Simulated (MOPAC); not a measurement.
MOPAC input (PM7):

```
PM7 FORCE THERMO(298,298) PRECISE LET GEO-OK AUX(PRECISION=9) THREADS=1
C5H10Se

Se    1.35835911 1    0.89669807 1   -0.18040239 1
C     0.04098261 1   -0.53342559 1    0.16143568 1
C    -0.82333672 1   -0.86023936 1   -1.05339491 1
C    -2.15331852 1   -1.37810964 1   -0.46859177 1
C    -2.25057696 1   -0.81999021 1    0.96613336 1
C    -0.92852026 1   -0.07593894 1    1.24964942 1
H     2.05975961 1    0.18643797 1   -1.25564281 1
H     0.62221498 1   -1.40919099 1    0.48814885 1
H    -1.00653483 1    0.03867535 1   -1.66982850 1
H    -0.35310876 1   -1.60273514 1   -1.71554651 1
H    -2.17155223 1   -2.48033967 1   -0.45907446 1
H    -3.00888352 1   -1.05935855 1   -1.08358629 1
H    -2.40590053 1   -1.63438349 1    1.69197188 1
H    -3.11247013 1   -0.14273242 1    1.07249647 1
H    -0.54639835 1   -0.29343916 1    2.25963123 1
H    -1.09031614 1    1.01712728 1    1.21030996 1
```

From the output:

```
     H   16   0.036061   0.028879   0.460537   4.233822

          HEAT OF FORMATION =     -18.422386 KCALS/MOLE

          ZERO POINT ENERGY      81.089 KCAL/MOL

           NORMAL COORDINATE ANALYSIS (Total motion = 1 Angstrom)

   Root No.       1         2         3         4         5         6         7         8

                 1 A       2 A       3 A       4 A       5 A       6 A       7 A       8 A

                  41.1      88.5     102.4     186.7     263.1     458.2     609.7     709.4

           1   -0.0011   -0.0043    0.0038    0.0041    0.0367   -0.0128   -0.0001   -0.0142
           2   -0.0003   -0.0092    0.0022   -0.0157    0.0067    0.0020   -0.0009    0.0008
           3    0.0027    0.0100   -0.0074   -0.0099   -0.0072   -0.0022   -0.0007   -0.0015
           4   -0.0012   -0.0045    0.0050    0.0001   -0.0026    0.0396   -0.0026    0.1195
           5   -0.0042    0.0106   -0.0168    0.0531   -0.0251   -0.0461   -0.0255   -0.0066
           6   -0.0107   -0.0228    0.0218    0.0335    0.0234    0.0712   -0.0199   -0.0017
           7    0.0032   -0.0023    0.0112    0.0396   -0.0618    0.0058    0.0444    0.0070
           8   -0.0058    0.0096   -0.0198    0.0365   -0.0025   -0.0295   -0.0234    0.0620
           9    0.0103   -0.0211    0.0441    0.0157   -0.0097   -0.0242   -0.0293    0.0254
          10   -0.0112    0.0181   -0.0210    0.0237   -0.0496    0.0202    0.0571   -0.0208
          11    0.0176   -0.0116    0.0169   -0.0143   -0.0085    0.0069    0.0564    0.0111
          12   -0.0254    0.0216   -0.0259   -0.0102    0.0243   -0.0156    0.0125    0.0148
          13    0.0238    0.0151   -0.0161   -0.0316   -0.0420    0.0179   -0.0514   -0.0244
          14   -0.0259   -0.0021    0.0066   -0.0173   -0.0099    0.0123    0.0348   -0.0160
          15    0.0343    0.0069   -0.0095   -0.0005    0.0183   -0.0135    0.0525    0.0017
          16   -0.0098   -0.0044    0.0019   -0.0493   -0.0502    0.0075   -0.0481    0.0005
          17    0.0208    0.0217   -0.0151    0.0378    0.0018    0.0320   -0.0349   -0.0515
          18   -0.0264   -0.0286    0.0203    0.0222   -0.0080    0.0154   -0.0066   -0.0380
          19    0.0100    0.0123   -0.0115   -0.0744    0.0091   -0.0639    0.0316    0.0063
          20   -0.0338    0.3416    0.1997   -0.0248    0.0268    0.0050    0.0008    0.0026
          21    0.0231   -0.1889   -0.1221   -0.0137   -0.0211   -0.0111    0.0021   -0.0034
          22    0.0040    0.0040   -0.0129    0.0054    0.0438    0.0457   -0.0025    0.1960
          23   -0.0221    0.0067   -0.0277    0.0546   -0.0195   -0.0394   -0.0230    0.0108
          24   -0.0239   -0.0272    0.0206    0.0325    0.0091    0.0602   -0.0178   -0.0253
          25   -0.0097    0.0193   -0.0137    0.0509   -0.0713   -0.0260    0.0459   -0.0325
          26    0.0106    0.0037    0.0056    0.0533   -0.0488   -0.1184   -0.0515    0.0376
          27    0.0460   -0.0526    0.1049    0.0262   -0.0605   -0.1091   -0.0747    0.0475
          28    0.0272   -0.0299    0.0607    0.0736   -0.1021   -0.0289   -0.0204    0.0016
          29   -0.0339    0.0231   -0.0621    0.0372    0.0480    0.0760   -0.0139    0.0626
          30    0.0193   -0.0238    0.0567    0.0116   -0.0270   -0.0669   -0.0280    0.0251
          31    0.0173   -0.0086    0.0220    0.0339   -0.0699    0.0191    0.0866   -0.0345
          32    0.0919   -0.0382    0.0558   -0.0364   -0.0215    0.0168    0.0909   -0.0488
          33   -0.0483    0.0477   -0.0684   -0.0242    0.0451   -0.0146   -0.0213    0.0274
          34   -0.0726    0.0581   -0.0857    0.0414   -0.0245    0.0040    0.0316    0.0467
          35   -0.0003   -0.0109    0.0192   -0.0262   -0.0104    0.0166    0.0452   -0.0102
          36   -0.0755    0.0384   -0.0482   -0.0202    0.0323   -0.0073   -0.0160    0.0165
          37   -0.0105   -0.0036    0.0004   -0.0544   -0.0531    0.0138   -0.0686   -0.0191
          38   -0.0318   -0.0197    0.0232   -0.0458   -0.0158    0.0052    0.0174    0.0041
          39    0.1350    0.0193   -0.0162   -0.0048    0.0386   -0.0237    0.0678    0.0517
          40    0.1092    0.0434   -0.0382   -0.0351   -0.0164    0.0015   -0.0511    0.0240
          41   -0.0887    0.0058   -0.0037   -0.0294   -0.0096    0.0045    0.0290   -0.0148
          42    0.0291    0.0115   -0.0141   -0.0036    0.0214   -0.0166    0.0511    0.0096
          43   -0.0621   -0.0312    0.0252   -0.0946   -0.0811   -0.0285    0.0041   -0.0144
          44    0.0129    0.0180   -0.0130    0.0338   -0.0044    0.0220   -0.0324   -0.0534
          45   -0.0712   -0.0497    0.0291    0.0146   -0.0578   -0.0927   -0.0053   -0.0575
          46    0.0158    0.0117   -0.0143   -0.0576   -0.0552   -0.0178   -0.0439   -0.0376
          47    0.0903    0.0565   -0.0379    0.0723    0.0607    0.1442   -0.0800   -0.0398
          48   -0.0329   -0.0344    0.0283    0.0345    0.0070    0.0547   -0.0153   -0.0015

   Root No.       9        10        11        12        13        14        15        16

                 9 A      10 A      11 A      12 A      13 A      14 A      15 A      16 A

                 741.9     800.5     838.1     966.4    1008.3    1041.3    1051.9    1059.7

           1   -0.0064    0.0000    0.0007   -0.0017   -0.0003    0.0003   -0.0002    0.0015
           2   -0.0038   -0.0002    0.0003    0.0004    0.0002    0.0000   -0.0004    0.0001
           3   -0.0068   -0.0005    0.0005   -0.0008   -0.0001    0.0000   -0.0006   -0.0004
           4    0.0052   -0.0049   -0.0045    0.0155    0.0207   -0.0071   -0.0129   -0.0604
           5   -0.0042   -0.0088   -0.0117   -0.0076    0.0126   -0.0124    0.0197   -0.0376
           6    0.0065    0.0121   -0.0060    0.0084   -0.0198   -0.0009    0.0312    0.0453
           7   -0.0008    0.0014   -0.0045   -0.0206   -0.0391   -0.0070    0.0302   -0.0299
           8    0.0110   -0.0078    0.0053   -0.0089   -0.0206    0.0100   -0.0139    0.0620
           9    0.0034   -0.0079   -0.0270   -0.0293    0.0146    0.0302   -0.0083    0.0182
          10    0.0004   -0.0032   -0.0010    0.0092    0.0431    0.0119   -0.0305    0.0503
          11   -0.0019    0.0094    0.0156   -0.0171    0.0565    0.0204    0.0090    0.0078
          12   -0.0022   -0.0200   -0.0132    0.0026    0.0137   -0.0309    0.0043   -0.0003
          13   -0.0052   -0.0077    0.0033    0.0086    0.0383   -0.0009    0.0516    0.0217
          14   -0.0061    0.0188   -0.0004    0.0025   -0.0360   -0.0226    0.0061   -0.0005
          15    0.0047   -0.0150    0.0174    0.0166   -0.0519    0.0242   -0.0035   -0.0254
          16    0.0005   -0.0041    0.0044   -0.0168   -0.0386    0.0022   -0.0457   -0.0099
          17    0.0141    0.0118   -0.0185    0.0337   -0.0053    0.0218   -0.0320   -0.0368
          18    0.0295    0.0031    0.0176   -0.0019    0.0279   -0.0118   -0.0264   -0.0273
          19    0.6097    0.0351   -0.0360    0.0098   -0.0041   -0.0060    0.0367    0.0190
          20    0.0296    0.0019   -0.0021    0.0018    0.0000    0.0004    0.0025    0.0025
          21    0.0506    0.0029   -0.0027   -0.0007   -0.0012   -0.0009    0.0032    0.0023
          22   -0.0163   -0.0096   -0.0045    0.1433    0.0347   -0.0040    0.0172    0.0314
          23    0.0180   -0.0094    0.0237    0.0061    0.0157   -0.1045    0.0133    0.0089
          24    0.0276    0.0117    0.0164   -0.0209   -0.0108   -0.0614    0.0142    0.0321
          25   -0.0033   -0.0199   -0.0225   -0.0259   -0.0132   -0.0672   -0.0384   -0.0056
          26    0.0039    0.0038    0.0702    0.0518    0.0012   -0.0754   -0.0476    0.0720
          27    0.0000    0.0377    0.0987    0.0773    0.0147   -0.0136    0.0118    0.0381
          28    0.0039    0.0509    0.0776    0.0614   -0.1398    0.0030    0.1234    0.0067
          29    0.0171   -0.0338   -0.1040   -0.1027   -0.0887    0.0819    0.0779    0.0306
          30   -0.0013    0.0007    0.0181    0.0102    0.0546   -0.0115   -0.0486    0.0188
          31    0.0018   -0.0570   -0.0565   -0.0108    0.0117   -0.0465   -0.0516    0.0389
          32    0.0026   -0.1244   -0.0400    0.0663    0.0239   -0.0494    0.0126    0.0701
          33   -0.0044    0.0398    0.0522    0.0289    0.0267    0.0330    0.0425    0.0028
          34   -0.0005    0.1143    0.0974   -0.0127    0.0015    0.1176   -0.0130    0.0467
          35   -0.0100    0.0387    0.0070   -0.0414    0.0876   -0.0132    0.0477   -0.0411
          36   -0.0143    0.0848    0.0232   -0.0484    0.0694   -0.0169    0.0624   -0.0715
          37    0.0073   -0.0520    0.0429   -0.0239    0.0036    0.0333    0.0617   -0.0261
          38   -0.0025    0.0056    0.0333   -0.0531   -0.0469   -0.0057    0.0271   -0.0550
          39   -0.0388    0.1513   -0.0438   -0.0481   -0.0226   -0.0721   -0.0362   -0.0194
          40   -0.0532    0.1177   -0.0801   -0.0077   -0.0033   -0.0976    0.0363    0.0776
          41    0.0046   -0.1028    0.0159    0.0619   -0.0779   -0.0040    0.0927    0.0188
          42   -0.0004   -0.0185    0.0077    0.0234   -0.0498    0.0076    0.0171   -0.0111
          43   -0.0466    0.0677   -0.0745    0.0711   -0.1282    0.0008   -0.0803    0.0861
          44    0.0070    0.0159   -0.0261    0.0387   -0.0051    0.0204   -0.0161   -0.0322
          45   -0.0196    0.0406   -0.0874    0.0903    0.0975    0.0675    0.0674   -0.1120
          46    0.0009   -0.0282    0.0259   -0.0252   -0.0277    0.0523    0.0094   -0.0555
          47    0.0781   -0.0594    0.1131   -0.0893   -0.0070   -0.0577   -0.0438   -0.0226
          48    0.0339    0.0144    0.0139   -0.0068    0.0192   -0.0638   -0.0534    0.0224

   Root No.      17        18        19        20        21        22        23        24

                17 A      18 A      19 A      20 A      21 A      22 A      23 A      24 A

                1096.1    1133.1    1139.5    1170.0    1181.2    1186.0    1211.4    1250.1

           1   -0.0008   -0.0000   -0.0002   -0.0004    0.0002    0.0002   -0.0001    0.0001
           2    0.0004    0.0000    0.0001   -0.0002    0.0000    0.0001    0.0002    0.0003
           3   -0.0008   -0.0003   -0.0002   -0.0003   -0.0000    0.0001   -0.0002    0.0002
           4   -0.0291   -0.0355   -0.0133    0.0029   -0.0034   -0.0020   -0.0166   -0.0016
           5   -0.0017   -0.0321    0.0209    0.0526    0.0053   -0.0110    0.0201   -0.0190
           6    0.0034    0.0134    0.0271    0.0326   -0.0070   -0.0129   -0.0273   -0.0158
           7   -0.0017    0.0674   -0.0153   -0.0214   -0.0041   -0.0044    0.0095    0.0107
           8   -0.0012    0.0140   -0.0167   -0.0427    0.0025    0.0117   -0.0215   -0.0075
           9    0.0115   -0.0263   -0.0136    0.0072   -0.0084   -0.0080    0.0174    0.0166
          10    0.0028   -0.0486    0.0148    0.0191    0.0042    0.0160   -0.0035    0.0016
          11   -0.0156    0.0475    0.0250   -0.0008    0.0067   -0.0125    0.0069    0.0013
          12   -0.0155    0.0509    0.0119   -0.0017    0.0116    0.0316   -0.0044    0.0016
          13    0.0026   -0.0142   -0.0415   -0.0159    0.0094   -0.0106   -0.0005   -0.0010
          14    0.0195   -0.0566   -0.0288   -0.0016   -0.0252    0.0125    0.0005   -0.0002
          15    0.0089   -0.0317   -0.0033    0.0023    0.0125   -0.0231   -0.0063    0.0010
          16   -0.0001    0.0185    0.0503    0.0146   -0.0053    0.0013    0.0093   -0.0101
          17   -0.0079    0.0298   -0.0042   -0.0116    0.0102    0.0016   -0.0082    0.0125
          18    0.0078   -0.0043   -0.0249   -0.0428   -0.0079    0.0139    0.0249   -0.0111
          19    0.0053   -0.0003    0.0132    0.0264   -0.0002   -0.0089   -0.0043   -0.0078
          20    0.0021    0.0011    0.0016    0.0011    0.0001    0.0000    0.0007    0.0005
          21   -0.0006   -0.0004    0.0015    0.0030   -0.0002   -0.0012   -0.0011   -0.0004
          22    0.2678    0.1046    0.0451    0.0054    0.0020    0.0042    0.1331    0.0217
          23    0.0254   -0.0161    0.0309    0.0263    0.0105   -0.0506    0.0219    0.3376
          24   -0.0640   -0.0246    0.0128    0.0150   -0.0066   -0.0392   -0.0609    0.2032
          25    0.0714    0.0737   -0.0606    0.0460   -0.0583   -0.1162   -0.0567   -0.1132
          26    0.0205    0.0308   -0.0179    0.0111   -0.0181   -0.0486   -0.0856   -0.1067
```
